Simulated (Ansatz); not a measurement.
Reaction: Ge2H6 (SMILES [GeH3][GeH3]) → 2 GeH3 (SMILES [GeH3], doublet) (the Ge-Ge bond breaks)
Each species at its own B3LYP-D3(BJ)/def2-TZVP minimum (Ansatz, an electronic-structure program).

Quantity: bond dissociation energy (electronic), in kJ/mol. UHF or UKS for unpaired electrons; spin-orbit terms are left out. Cores are frozen in correlated methods (noble-gas shells, and filled d and f shells in the p block). No relativity. CBS(X,Y): correlation extrapolated as X^-3, Hartree-Fock from the larger set. A bracket is a step between two methods taken in the basis named. Double hybrids freeze cores in their MP2 part.

CCSD(T)/CBS(cc-pVTZ,cc-pVQZ) + [CCSDT(Q) - CCSD(T)]/cc-pVTZ (Ansatz) gives 298.5 kJ/mol.

**Question.** How far off this value is PBE/def2-TZVPD (Ansatz), in which direction, and how far these levels: r2SCAN/def2-TZVPD, B3LYP/def2-TZVPD, PBE0/def2-TZVPD, B2PLYP/def2-TZVPD, CCSD(T)/CBS(cc-pVTZ,cc-pVQZ)?

**Answer.** PBE gives 295.3 kJ/mol, 3.2 kJ/mol below it. Differences of the others: r2SCAN/def2-TZVPD (Ansatz) -8.1; B3LYP/def2-TZVPD (Ansatz) -13.5; PBE0/def2-TZVPD (Ansatz) -1.7; B2PLYP/def2-TZVPD (Ansatz) -7.8; CCSD(T)/CBS(cc-pVTZ,cc-pVQZ) (Ansatz) -0.1 kJ/mol.
